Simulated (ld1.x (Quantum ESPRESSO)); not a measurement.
# nitrogen (N): variants of one ultrasoft potential

Base potential:

| Item | Value |
| --- | --- |
| Element | nitrogen (N) |
| Generator | ld1.x (Quantum ESPRESSO) 7.5 |
| Type | ultrasoft |
| Functional | BP86 |
| Relativity | non-relativistic |
| Frozen core | [He] |
| Valence charge | 5 |
| Reference configuration | 2s1.5 2p3.5 |
| Partial waves | 2s (bound): rcut 0.85, rcutus 1.05 bohr; 2s channel at 2.55 Ry: rcut 0.85, rcutus 1.05 bohr; 2p (bound): rcut 1.10, rcutus 1.45 bohr; 2p channel at 4.55 Ry: rcut 1.10, rcutus 1.45 bohr |
| Local potential | all-electron potential smoothed inside 1.15 bohr (lloc = -2) |
| Core correction | none |
| Augmentation charge | built from norm-conserving waves at rcut, not smoothed further |

All-electron outer shells of the reference configuration (BP86, non-relativistic, ld1.x):

```csv
shell,level (eV),outermost node (bohr),outermost maximum (bohr)
2s,-18.89,0.32,1.02
2p,-7.41,–,0.97
```

Cutoffs, loose and tight: the cutoffs (Ry, on a coarse ladder) from which the occupation-weighted sum of valence levels, in a spherical-Bessel basis at the reference potential, stays within 10 and 1 mRy of its value at 400 Ry. They do not see the model core or the augmentation charge, which bear on the density cutoff. Test errors are all-electron minus pseudo excitation energies from the reference, over the configurations 2s2 2p3; 2s2 2p2; 2s2 2p1; 2s1 2p4; 2s2 2p2.5; 2s1 2p0; 2s1 2p3. A dash means not determined; rows that change the core or the reference have their own tests. The largest error is taken over the tests solved by every variant that gives reliable tests at all: 2s1 2p0; 2s1 2p3; 2s2 2p1; 2s2 2p2; 2s2 2p2.5.

Cutoffs are not given where the Bessel-basis levels miss the radial ones by over 6 mRy, ghosts where they miss by over 20 mRy; a channel whose overlap is not positive is not tested.

```csv
change,outcome,"cutoff, loose","cutoff, tight",bound ghosts,largest test error (meV)
base,generated,–,–,not determined,+560
"waves 2p (bound): rcut 1.10, rcutus 1.22 bohr; 2p channel at 4.55 Ry: rcut 1.10, rcutus 1.22 bohr",generated,–,–,not determined,+560
"waves 2p (bound): rcut 1.10, rcutus 1.38 bohr; 2p channel at 4.55 Ry: rcut 1.10, rcutus 1.38 bohr",generated,–,–,not determined,+560
"waves 2p (bound): rcut 1.10, rcutus 1.54 bohr; 2p channel at 4.55 Ry: rcut 1.10, rcutus 1.54 bohr",generated,–,–,not determined,+560
"waves 2p (bound): rcut 1.10, rcutus 1.76 bohr; 2p channel at 4.55 Ry: rcut 1.10, rcutus 1.76 bohr",generated,–,–,not determined,+560
"waves 2p (bound): rcut 1.10, rcutus 1.94 bohr; 2p channel at 4.55 Ry: rcut 1.10, rcutus 1.94 bohr",generated,–,–,not determined,+560
```

**Question.** What comes out with this change to the base: waves 2p (bound): rcut 0.92, rcutus 0.98 bohr; 2p channel at 4.55 Ry: rcut 0.92, rcutus 0.98 bohr?

**Answer.** outcome: generated; cutoff, loose: 70 Ry; cutoff, tight: 80 Ry; bound ghosts: none; largest test error (meV): +459.

**Question.** What comes out with this change to the base: waves 2p (bound): rcut 1.10, rcutus 2.10 bohr; 2p channel at 4.55 Ry: rcut 1.10, rcutus 2.10 bohr?

**Answer.** outcome: generated; bound ghosts: not determined; largest test error (meV): -921.
